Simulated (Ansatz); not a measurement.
BiF$_{3}$ (SMILES [F][Bi]([F])[F]), singlet (typed; the unrestricted solution is spin-contaminated), geometry from GFN2-xTB (such geometries of metal compounds can be far from the true shape) (core potentials on Bi), with bond 4-1 at 3.0 times its length.

The Ansatz (a first-principles code) input:
Ansatz 0.2 input:
```yaml
crystal:
  periodic: [false, false, false]
  atoms:
    - {symbol: Bi, position_ang: [0.00283361, -0.00403046, 0.27310711]}
    - {symbol: F, position_ang: [-1.35263607, -1.00980650, -0.84069305]}
    - {symbol: F, position_ang: [-0.22186672, 1.68716206, -0.81262393]}
    - {symbol: F, position_ang: [4.63944461, -1.91249624, -3.14222675]}
basis:
  gaussian:
    orbitals: def2-SVP
hamiltonian:
  xc: pbe
scf: {lower_state_search: standard}
magnetization: {spin_polarized: true}
```

Give the total energy at the level PBE/def2-SVP in Ansatz.

-513.5792 Eh

Estimate the <S^2> that PBE/def2-SVP returns for this input.

0.760

Give the number of basis functions at the level PBE/def2-SVP.

68
